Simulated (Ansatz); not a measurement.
CH$_{7}$AlBFOSi. Total charge 0; spin multiplicity 1. The bonds changed during the relaxation, so this is another structure than the one it started from.

Cartesian coordinates in Å:
```
B 0.591 0.389 0.902
C 0.689 -0.592 -0.311
F 1.295 -0.243 -1.460
Al 0.623 -2.086 0.923
O -0.600 0.183 -0.131
Si -1.179 1.358 -1.205
H 0.308 -0.175 1.960
H 1.058 1.484 0.948
H 2.045 -2.611 1.377
H -0.763 -2.673 1.405
H -0.125 2.342 -1.532
H -2.295 1.987 -0.468
H -1.646 0.639 -2.409
```

(1) Give the diagnostics of a CCSD(T)/def2-TZVPP run (frozen core, Ansatz 0.2.0). (Best estimate.)

Results:

(1) The calculation gave: T1 = 0.0134, largest single amplitude 0.015, largest double 0.013, (T) share of the correlation energy 3.6 %, 10 CCSD cycles. The RHF solution is stable towards an unrestricted one. T1 lies under the customary mark of 0.02 for closed shells.
